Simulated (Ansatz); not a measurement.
Cost and result for the atomization energy of C2H7Si2, SMILES `C=C[SiH2][SiH2]` radical (11 atoms, 10 bonds).

| atom | x (Å) | y (Å) | z (Å) |
| --- | --- | --- | --- |
| C1 | 0.480 | -0.592 | -2.057 |
| C2 | 0.779 | 0.003 | -0.905 |
| Si3 | -0.503 | 0.711 | 0.243 |
| Si4 | -0.554 | -0.519 | 2.223 |
| H5 | 1.245 | -1.010 | -2.705 |
| H6 | -0.545 | -0.685 | -2.403 |
| H7 | 1.826 | 0.063 | -0.613 |
| H8 | -0.201 | 2.144 | 0.534 |
| H9 | -1.839 | 0.635 | -0.409 |
| H10 | 0.790 | -0.757 | 2.822 |
| H11 | -1.476 | 0.007 | 3.269 |

Total charge 0; spin multiplicity 2. The geometry is a stationary point of PBE0-D4/def2-TZVP. It is one conformer, not always the lowest. Program: Ansatz. All runs use 4 threads of an Intel Xeon Platinum 8175M on a shared host. Times are those of one run each, without the atoms' runs, and a repeat can differ threefold. Electronic energies, without spin–orbit coupling; frozen cores. CCSD(T)/CBS adds CCSD(T) − MP2 in def2-TZVPP to the MP2 limit, and its time is that of the two runs behind it. T1 = 0.015; ⟨S²⟩ of the reference is 0.77. B3LYP takes the VWN-RPA correlation (the form of Gaussian; ORCA's B3LYP/G). HSE06 is the plane-wave form, built on full-range PBE exchange.

CCSD(T)/CBS is a level of theory with its own doubt, some kJ/mol a heavy atom from the limit and from the frozen cores, so smaller differences don't rank the functionals.

```json
{"level": "BLYP-D4/def2-TZVPP", "functions": "244", "wall time": "3.1 s"}
{"level": "PBE-D4/def2-TZVPP (with forces)", "functions": "244", "wall time": "3.5 s"}
{"level": "revPBE-D4/def2-TZVPP", "functions": "244", "wall time": "3.6 s"}
{"level": "r2SCAN-D4/def2-TZVPP (with forces)", "functions": "244", "wall time": "6.5 s"}
{"level": "HSE06-D4/def2-TZVPP", "functions": "244", "wall time": "6.5 s"}
{"level": "B3LYP-D4/def2-TZVPP (with forces)", "functions": "244", "wall time": "7 s"}
{"level": "B2PLYP/def2-TZVPP", "functions": "244", "wall time": "7.5 s"}
{"level": "CCSD(T)/def2-SVP", "functions": "99", "wall time": "9 s"}
{"level": "PBE-QIDH/def2-TZVPP", "functions": "244", "wall time": "9.5 s"}
{"level": "B97M-V/def2-TZVPP", "functions": "244", "wall time": "11 s"}
{"level": "MP2/def2-QZVPP", "functions": "464", "wall time": "64 s"}
{"level": "CCSD(T)/def2-TZVPP", "functions": "244", "wall time": "9.8 min"}
{"level": "CCSD(T)/CBS(def2)", "functions": "–", "wall time": "11 min"}
```

What atomization energy does each give, and how far from CCSD(T)/CBS? (Estimate.)

Ansatz gave: 
```
                             level  atomization (kJ/mol)  difference from CCSD(T)/CBS  per bond
                BLYP-D4/def2-TZVPP                3712.7                        -14.3      -1.4
   PBE-D4/def2-TZVPP (with forces)                3765.9                         38.9       3.9
              revPBE-D4/def2-TZVPP                3704.2                        -22.8      -2.3
r2SCAN-D4/def2-TZVPP (with forces)                3749.5                         22.5       2.2
               HSE06-D4/def2-TZVPP                3736.2                          9.2       0.9
 B3LYP-D4/def2-TZVPP (with forces)                3739.4                         12.4       1.2
                 B2PLYP/def2-TZVPP                3686.2                        -40.8      -4.1
                  CCSD(T)/def2-SVP                3529.1                       -197.9     -19.8
               PBE-QIDH/def2-TZVPP                3706.3                        -20.7      -2.1
                 B97M-V/def2-TZVPP                3754.6                         27.6       2.8
                    MP2/def2-QZVPP                3694.6                        -32.4      -3.2
                CCSD(T)/def2-TZVPP                3639.1                        -87.9      -8.8
                 CCSD(T)/CBS(def2)                3727.0                          0.0       0.0
```

From PBE to PBE0 (25 % exact exchange), in def2-TZVPP and without D4, the atomization energy moves by −28.2 kJ/mol: exact exchange takes away binding that semilocal exchange gives to molecules. At CCSD(T), def2-SVP lies −198.0 kJ/mol from the extrapolated value and def2-TZVPP −88.0 kJ/mol: correlation converges slowly with the basis, and small sets miss more of it in the bonded molecule than in its fragments. The D4 term adds +38.8 kJ/mol with B3LYP and +20.5 kJ/mol with PBE0; it sums over pairs of atoms, weighted by their polarisabilities, and B3LYP, whose exchange is more repulsive, gets the larger term.
